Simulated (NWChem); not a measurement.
System: C₂H₆AlN; SMILES [CH]([AlH][NH2])=C

NWChem input:

```
start job
memory heap 200 mb stack 900 mb global 1100 mb
geometry units angstroms noautoz
  Al    -0.490321     0.538136     0.000000
  H     -2.078368     0.542198     0.000000
  C      0.520657    -1.127223     0.000000
  C     -0.104200    -2.317392     0.000000
  H      1.613787    -1.155747     0.000000
  H      0.428748    -3.269978     0.000000
  H     -1.191528    -2.402157     0.000000
  N      0.344397     2.114608     0.000000
  H     -0.130259     3.009323     0.000000
  H      1.347683     2.252231     0.000000
end
basis spherical
  * library def2-svp
end
dft
  xc b3lyp
  iterations 150
  mulliken
end
task dft energy
```

Structure relaxed at the B3LYP/6-31G* (spherical d) level. B3LYP is NWChem's, with the RPA form of VWN correlation.

Question: Predict the main results of this run. (B3LYP/def2-SVP.) Quantities: energy (Ha); highest occupied level (eV); orbital gap (eV); dipole (D).

Answer: 
* **energy (Ha)**: -376.86
* **highest occupied level (eV)**: -6.86
* **orbital gap (eV)**: 5.97
* **dipole (D)**: 1.25
